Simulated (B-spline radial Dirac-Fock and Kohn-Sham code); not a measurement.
**X-ray scattering factor of Os⁵⁷⁺**

System: osmium as Os⁵⁷⁺, configuration [Ar] 3d1.

Input of the calculation (task.json; shells as n, l, electrons):

```json
{"items": [{
  "Z": 76,
  "q": 57,
  "cfg": [[1, 0, 2], [2, 0, 2], [2, 1, 6], [3, 0, 2], [3, 1, 6], [3, 2, 1]],
  "A": 192,
  "rrms": 5.4126,
  "do": ["scatter"],
  "s": [0.0, 0.05, 0.1, 0.15, 0.2, 0.25, 0.3, 0.35, 0.4, 0.45, 0.5, 0.6, 0.7, 0.8, 0.9, 1.0, 1.1, 1.2, 1.4, 1.6, 1.8, 2.0, 2.5, 3.0, 3.5, 4.0, 5.0, 6.0],
  "pz": [0, 0.1, 0.13, 0.18, 0.23, 0.31, 0.41, 0.55, 0.73, 0.97, 1.3, 1.7, 2.3, 3.0, 4.0, 5.3, 7.0, 9.3, 12.0, 16.0, 22.0],
  "hv_scatter": [1000, 5000, 8047.8, 20000, 50000, 100000, 200000, 500000]
}]}
```

Command: `python xray_run.py task.json out`

The computed values come from a radial atomic solver: Dirac-Fock orbitals of the configuration average with a finite nucleus. f₀ is the Fourier transform of the spherical electron density, S the Waller-Hartree incoherent function, and s = sin θ/λ.

```tsv
s (Å⁻¹)	f₀	S
0	19.000	0.000
0.05	18.993	0.007
0.1	18.972	0.029
0.15	18.938	0.066
0.2	18.890	0.117
0.25	18.829	0.181
0.3	18.754	0.260
0.35	18.667	0.352
0.4	18.567	0.457
0.45	18.454	0.574
0.5	18.329	0.703
0.6	18.046	0.993
0.7	17.720	1.323
0.8	17.355	1.687
0.9	16.955	2.078
1	16.526	2.491
1.1	16.073	2.920
1.2	15.599	3.359
1.4	14.611	4.251
1.6	13.601	5.132
1.8	12.602	5.981
2	11.643	6.782
2.5	9.542	8.539
3	7.962	9.955
3.5	6.864	11.087
4	6.111	12.002
5	5.101	13.422
6	4.266	14.521
```

f₀ starts at the number of electrons, 19, and has fallen to half at s ≈ 2.51 Å⁻¹. The sum of ⟨r²⟩ over the electrons is 0.3742 bohr².
